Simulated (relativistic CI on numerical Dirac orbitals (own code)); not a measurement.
# Sensitivity of the levels of Os29+ to α and to the nuclear radius

Method of calculation: Dirac-Coulomb-Breit CI, KLI orbitals optimised for each configuration, derivatives by finite differences, unscaled Slater integrals, QED left out (own radial code, finite nucleus).

Configurations in the expansion (outside the closed core [Ar] 3d10): 4s²4p⁶4d¹⁰4f, 4s²4p⁶4d⁹4f², 4s²4p⁶4d¹⁰5s, 4s²4p⁶4d¹⁰5p, 4s²4p⁵4d¹⁰4f², 4s²4p⁶4d¹⁰5d, 4s4p⁶4d¹⁰4f², 4s²4p⁶4d⁹4f5s. Levels of other configurations are missing.

With x = (α/α₀)² − 1 an excitation energy changes as ω = ω₀ + qx; K = 2q/ω₀ is the relative enhancement. Terms are leading LS components, so labels can repeat. The field-shift factor is F = δν/δ⟨r²⟩ for the transition from the lowest level.

Lowest level 4s²4p⁶4d¹⁰4f ²F°5/2.

| Level | ω₀ (cm⁻¹) | q (cm⁻¹) | F (GHz/fm²) |
| --- | --- | --- | --- |
| 4s²4p⁶4d¹⁰4f ²F°7/2 | 35422 | 33240 | 1.52 |
| 4s²4p⁶4d¹⁰5s ²S1/2 | 1359093 | -524000 | 848 |
| 4s²4p⁶4d⁹4f² ⁴F3/2 | 1621302 | 9598 | 23.6 |
| 4s²4p⁶4d⁹4f² ⁴F5/2 | 1626259 | 7605 | 23.8 |
| 4s²4p⁶4d⁹4f² ⁴F7/2 | 1642743 | 14780 | 24.2 |
| 4s²4p⁶4d⁹4f² ²G7/2 | 1663857 | 24190 | 24.8 |
| 4s²4p⁶4d⁹4f² ⁴K13/2 | 1666772 | 845.1 | 24 |
| 4s²4p⁶4d⁹4f² ⁴G9/2 | 1667235 | 30300 | 24.9 |
| 4s²4p⁶4d⁹4f² ⁴D5/2 | 1672240 | 10210 | 24.3 |
| 4s²4p⁶4d⁹4f² ²G9/2 | 1675472 | 18770 | 24.5 |
| 4s²4p⁶4d⁹4f² ²F5/2 | 1681738 | 34740 | 25.2 |
| 4s²4p⁶4d⁹4f² ⁴K15/2 | 1685040 | 31590 | 25.3 |
| 4s²4p⁶4d⁹4f² ⁴D3/2 | 1685085 | 19270 | 24.6 |

At this charge energies of transitions that change n are usually good to better than 1 %, and those within a shell (Δn = 0) to a few per cent.

Task: Which transition from the lowest level has the largest |K|?

Result: 4s²4p⁶4d¹⁰4f ²F°7/2 at 35422 cm⁻¹, K = 1.88.
